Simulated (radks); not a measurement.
Values are calculated unless marked as measured or tabulated.
Task: These are the eigenvalues of the occupied orbitals of an atom or ion with whole-number occupations (eV). Code: a radial shooting solver on a logarithmic mesh with Libxc functionals. Model: non-relativistic Kohn-Sham, SCAN, spin-unpolarised, spherical densities, point nucleus; meta-GGA in the generalised Kohn-Sham scheme.

orbital  eigenvalue
1s        -4393.856
2s        -480.6742
2p        -396.5007
3s         -60.3765
3p         -38.5161
3d          -6.6190
4s          -6.6125
5s          -1.3199

Which element is it, and in what charge state? The configuration may be excited.

Result: Z = 21, scandium, charge 0: Sc in [Ar] 3d1 4s1 5s1. The list shows which subshells hold electrons but not how many an open one holds; the 1s level, -161.47 hartree, gives Z - s = 18.0 by -(Z - s)^2/2, which with screening narrows Z to a few neighbours, and the depths of the outer levels then fix element, charge and occupations together.
